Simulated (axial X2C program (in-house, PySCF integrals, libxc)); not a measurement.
Potential curves of SbF⁻, 2c

All values were computed with an in-house relativistic program for diatomic molecules. Two-component (2c) means X2C with spin–orbit coupling and atomic mean-field two-electron Coulomb and Gaunt terms. Basis: Sb dyall-acv3z [12s13p9d5f1g], F dyall-av3z [7s6p3d2f] (cores contracted in-house); Gaussian nuclei, density fitting, unrestricted open shells. Masses: Sb 120.904 u, F 18.998 u.

State: Ω = 3/2 (⟨Sz⟩ = 0.51, ⟨Lz⟩ = 0.99 at B97-3). Energies in eV from the fragments at the same level (Sb + F-). Fits are polynomials in 1 − R0/R over 0.85 to 1.23 times the lowest point R0.

```csv
R (Å),B97-3
1.7574,-1.2407
1.8382,-1.7047
1.8988,-1.8997
1.9594,-2.0017
2.0200,-2.0350
2.0907,-2.0117
2.1614,-1.9427
2.2523,-1.8118
2.3634,-1.6192
2.5250,-1.3301
```

The state is a single determinant with fixed occupations, the lowest that a limited PBE0 search found. De is counted from the lowest determinant-based energies of the atoms at the same level, without counterpoise correction. Density functionals use the spin component along the axis (collinear). Without a current term, density functionals place determinants with orbital angular momentum somewhat too high. The highest occupied level of some functionals is positive through self-interaction error; at Hartree–Fock it is bound.

What are Re, ωe and De at the B97-3 level?

At B97-3, 2c: Re = 2.027 Å, ωe ≈ 464 cm⁻¹, De = 2.04 eV to Sb + F-; Be follows as 0.25 cm⁻¹.
